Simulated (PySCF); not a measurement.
Point-charge models of `[Si@H]1(C)CC(C)=N1` against its computed dipole.

Coordinates (GFN2-xTB, Å) and charges (e) from the PBE0/pcSseg-1 density (PySCF):

```
atom       x       y       z  Mulliken      IAO  Hirshfeld  ESP-fitted
  C1   2.510   0.293   0.285   -0.1676  -0.4477    -0.1178     -0.5786
  C2   1.066  -0.034   0.303   -0.0416  +0.2036    +0.0993     +0.8328
  N3   0.247   0.312   1.230   -0.5059  -0.5979    -0.2991     -0.8410
 Si4  -1.153  -0.472   0.451   +0.8395  +1.0350    +0.4143     +1.0727
  C5  -2.530   0.677  -0.146   -0.6330  -0.7307    -0.2085     -0.7725
  C6   0.323  -0.808  -0.747   -0.4943  -0.5933    -0.1826     -0.9557
  H7   2.782   0.848   1.179   +0.1309  +0.1665    +0.0509     +0.1540
  H8   3.096  -0.624   0.229   +0.1267  +0.1573    +0.0525     +0.1535
  H9   2.740   0.887  -0.599   +0.1266  +0.1574    +0.0523     +0.1515
 H10  -1.645  -1.652   1.157   -0.0957  -0.1354    -0.0766     -0.2004
 H11  -2.137   1.537  -0.679   +0.1460  +0.1638    +0.0489     +0.2031
 H12  -3.098   1.044   0.702   +0.1462  +0.1644    +0.0485     +0.1946
 H13  -3.216   0.154  -0.803   +0.1410  +0.1613    +0.0463     +0.1601
 H14   0.680  -1.828  -0.863   +0.1420  +0.1488    +0.0360     +0.2064
 H15   0.331  -0.326  -1.722   +0.1394  +0.1468    +0.0356     +0.2194
```

Compute μ = Σ q r for each scheme (1 e·Å = 4.803 D) and compare with the dipole of the full density.

The full density gives (-0.25, -0.60, -2.04) D, 2.15 D in size; dipole vectors point from the negative to the positive end.

```tsv
scheme	μx	μy	μz	size (D)	share of the full size (%)	angle to the full dipole (°)
Mulliken	0.33	-1.13	-1.53	1.93	90	26
IAO	-1.03	-1.41	-1.49	2.30	107	33
Hirshfeld	-0.32	-0.39	-0.93	1.06	50	12
ESP-fitted	-0.26	-0.61	-2.06	2.16	101	0
```

Which set comes closest?

Length of the difference vector: ESP-fitted 0.02 D, Mulliken 0.94 D, Hirshfeld 1.13 D, IAO 1.25 D. Closest: ESP-fitted. ESP charges are fitted to the potential around the molecule, whose slowest-falling term is the dipole's. 

What is left for the Hirshfeld atoms' own dipoles?

The shares of the density sum to the whole, so what Σ q r misses lies in dipoles about the nuclei. The atomic dipoles sum to (-0.25, -0.60, -2.04) − (-0.32, -0.39, -0.93) = (0.07, -0.21, -1.11) D, 1.13 D in size.

With the origin at the mean of the coordinates, (0.000, 0.001, -0.001) Å, which are the largest single terms, by size, of the ESP-fitted dipole along the direction of the full one?

N3 +5.21, C6 -4.13, C1 +1.80, H15 +1.78, C2 -1.62 D; all 15 atoms together +2.16 D. The single terms depend on the origin, their sum doesn't.

Give the size of the full dipole in other units.

2.15 D = 0.844 au = 0.447 e·Å = 7.16 × 10⁻³⁰ C·m.

Isolated species at its GFN2-xTB geometry, gas phase.

These values come from a run that also computed NMR shieldings. Hardware: Arm Neoverse V1, one thread, shared host with 32 logical CPUs at a one-minute load of 29. Cost: 26 s of wall time (with the writing of density and orbital grids), 0.71 GiB resident at most.
